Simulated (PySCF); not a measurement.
AlF2H3O2Si, SMILES [OH][Al]([OH])[SiH](F)F.

Coordinates come from a ωB97X-D3(BJ)/def2-SVP optimisation. The structure was generated by enumeration; whether it is a known compound was not checked. Other conformers were not sampled.

Two levels are set side by side: PBE/def2-TZVP (PySCF) and HF/def2-TZVP (PySCF). Same geometry, gas phase. Differences are taken from unrounded values.

```csv
quantity,HF
orbital gap (eV),12.92
highest occupied level (eV),-11.33
lowest empty level (eV),1.60
dipole moment (D),4.43
mean polarisability (bohr³),46.8
```

Q: What does PBE give, and how far is it from HF? (An estimate is asked for; the answer gives what the named calculation found.)

A: 
```
quantity                       PBE  PBE minus HF
---------------------------  -----  ------------
orbital gap (eV)              4.97         -7.95
highest occupied level (eV)  -7.06          4.26
lowest empty level (eV)      -2.09         -3.69
dipole moment (D)             3.85         -0.58
mean polarisability (bohr³)   58.1          11.2
```

PBE's occupied levels lie high since its potential decays too fast outside the molecule; exact exchange lowers them and widens the gap. Loosely held outer electrons make PBE densities more polarisable. Differences between two approximate levels are no errors against the true value.

Rough cost on one machine, each run with all the roots and properties that it gave: HF against PBE about 1/3.
